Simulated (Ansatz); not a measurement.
Program: Ansatz. Geometries: PBE0-D4/def2-TZVP. ΔE: electronic, gas phase. CBS: MP2 limit from def2 TZ/QZ plus the TZ coupled-cluster correction, frozen cores. DFT in def2-TZVPP. B3LYP here is the variant with VWN-RPA as its local correlation; programs differ in this. One conformer a species, not always the lowest.

Reaction (formal exchange of groups at the Si–O bond): `BO[SiH](O)[SiH3]` + `FCS` → `O[SiH]([SiH3])S` + `BOCF`

```tsv
level	ΔE (kcal/mol)
PBE-D4	8.0
r2SCAN-D4	9.5
B3LYP-D4	10.4
B2PLYP	10.5
PBE	7.9
HF/def2-TZVPP	10.8
SCS-MP2/def2-TZVPP	10.9
CCSD(T)/def2-TZVPP	10.1
```

(1) What does CCSD(T)/CBS give? (Best estimate.)

Largest T1 diagnostic among the species: 0.014.

Results:

(1) Computed: +10.6 kcal/mol. The listed levels differ from it by -2.6, -1.1, -0.2, -0.1, -2.7, 0.2, 0.3, -0.5 kcal/mol.
